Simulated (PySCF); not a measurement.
A side-by-side comparison of computed properties.

First species: C4H9FO2.
InChI=1S/C4H9FO2/c1-2-7-4(5)3-6/h4,6H,2-3H2,1H3/t4-/m0/s1

Second species: C5H5N3.
SMILES: `C#Cc1nncn1C`

Levels: CAM-B3LYP/def2-SVPD for dipole moment, HOMO energy, LUMO energy, HOMO–LUMO gap, static isotropic polarisability and electronic spatial extent ⟨r²⟩ about the centre of nuclear charge; TDDFT CAM-B3LYP/def2-SVPD for lowest singlet excitation; TDA CAM-B3LYP/def2-SVPD for lowest triplet excitation (Tamm–Dancoff); GFN2-xTB for rotational constant A and rotational constant C. Geometries: GFN2-xTB. Each structure is a single optimised conformer of the isolated species, non-relativistic unless stated; the electronic structure was computed with PySCF and density fitting.

Dipoles, sizes and rotational constants follow the conformer. The torsions of the flexible species, by atom-mapped SMILES:
- `[CH3:1][CH2:2][O:3][C@H:4]([F:5])[CH2:6][OH:7]`: C1–C2–O3–C4 -173°, C2–O3–C4–F5 -64°, O3–C4–C6–O7 49°, H–O7–C6–C4 -41°

Values for the first species:

| Quantity | Value |
| --- | --- |
| Dipole moment | 3.37 D |
| HOMO energy | -9.51 eV |
| LUMO energy | 1.20 eV |
| HOMO–LUMO gap | 10.71 eV |
| Lowest singlet excitation | 7.54 eV |
| Lowest triplet excitation (Tamm–Dancoff) | 7.21 eV |
| Static isotropic polarisability | 61.0 au |
| Electronic spatial extent ⟨r²⟩ about the centre of nuclear charge | 951 bohr² |
| Rotational constant A | 4.473 GHz |
| Rotational constant C | 1.296 GHz |

Question: Estimate the same properties for the second species, and the change in each.

Answer: 
| property | first | second | second less first |
| --- | --- | --- | --- |
| dipole moment | 3.37 D | 6.12 D | +2.75 D |
| HOMO energy | -9.51 eV | -8.52 eV | +0.99 eV |
| LUMO energy | 1.20 eV | 0.11 eV | -1.09 eV |
| HOMO–LUMO gap | 10.71 eV | 8.63 eV | -2.08 eV |
| lowest singlet excitation | 7.54 eV | 5.22 eV | -2.32 eV |
| lowest triplet excitation (Tamm–Dancoff) | 7.21 eV | 4.00 eV | -3.21 eV |
| static isotropic polarisability | 61.0 au | 76.9 au | +15.9 au |
| electronic spatial extent ⟨r²⟩ about the centre of nuclear charge | 951 bohr² | 856 bohr² | -95 bohr² |
| rotational constant A | 4.473 GHz | 3.815 GHz | -0.658 GHz |
| rotational constant C | 1.296 GHz | 1.340 GHz | +0.044 GHz |

On the first: In wavenumbers S1 is 60800 cm⁻¹ (1 eV = 8065.54 cm⁻¹). A dipole of 3.37 D is allowed in C1, and pure rotational transitions are dipole-allowed.

On the second: S1 lies 3.41 eV below the HOMO–LUMO gap; its leading configuration is HOMO−1→LUMO, weight 0.95. The principal polarisabilities are 47.5, 74.0 and 109.3 au; their mean is the isotropic value.
